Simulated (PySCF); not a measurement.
Dipole moment and polarisability of `C=CC[Se@](=O)CC(F)(F)F`

Species: C5H7F3OSe.
Cartesian coordinates in Å at the PBE0-D3(BJ)/def2-SVP level; atoms count from 1:
```
atom  x, y, z in Å
C1    -2.718   -0.267    1.152
C2    -1.898   -0.279    0.096
C3    -1.390    0.937   -0.585
Se4    0.311    1.609    0.203
O5     0.857    2.677   -0.905
C6     1.275   -0.074   -0.201
C7     2.762    0.067    0.001
F8     3.349   -1.136   -0.011
F9     3.040    0.634    1.182
F10    3.328    0.801   -0.948
H11   -3.107    0.669    1.566
H12   -3.038   -1.194    1.634
H13   -1.538   -1.242   -0.284
H14   -1.149    0.804   -1.649
H15   -2.061    1.803   -0.480
H16    0.893   -0.856    0.470
H17    1.076   -0.334   -1.249
```

Level: CAM-B3LYP/def2-SVPD (PySCF), static field, nuclei fixed, core orbitals frozen in the response. The polarisability tensor in these axes (au):

```
x   114.89   5.90 -11.76
y     5.90  94.73  -6.67
z   -11.76  -6.67  83.94
```

Task: Diagonalise the tensor; give its mean and Δα, where Δα² is half the sum of the squared differences of the eigenvalues.

Result: Principal values 78.63, 93.78 and 121.15 au; mean 97.86 au = 14.50 Å³ = 16.13 × 10⁻⁴⁰ C²·m²/J; Δα = 37.33 au (38 % of the mean).

Task: What is the dipole moment, and where does it point?

Result: (-4.27, -3.57, 1.38) D, 5.74 D in size, pointing from the negative to the positive side. Measured along this direction, the outermost atoms are F10 at the negative end and H12 at the positive end.

Task: Refractivity n − 1 of an ideal gas of it at 500 K and 1 atm, from the electronic α?

Result: N = p/kT = 1.4678 × 10¹⁹ cm⁻³, so n − 1 = 2π × N × 14.50 × 10⁻²⁴ cm³ = 1337 × 10⁻⁶ at long wavelengths, for an ideal gas.

Task: Rayleigh depolarisation ratio (linearly polarised light, static tensor)?

Result: ρ = 3Δα²/(45ᾱ² + 4Δα²) = 4180.2/(430905 + 5573.5) = 0.00958.

Task: Find the Langevin capture rate constant for NO+ (29.998 u) meeting this molecule (219.961 u), k = 2.342 × 10⁻⁹ cm³/s × √(α in Å³ / reduced mass in u).

Result: The reduced mass is 26.40 u, so k = 1.74 × 10⁻⁹ cm³/s. The formula leaves out the permanent dipole, which adds to the capture rate.

Isolated species at its PBE0-D3(BJ)/def2-SVP geometry (one conformer only). The calculation is non-relativistic, for selenium too.

These values come from a run that also computed excited states and ΔSCF ions. On an x86-64 server with one thread (shared host), this took 13 min wall.
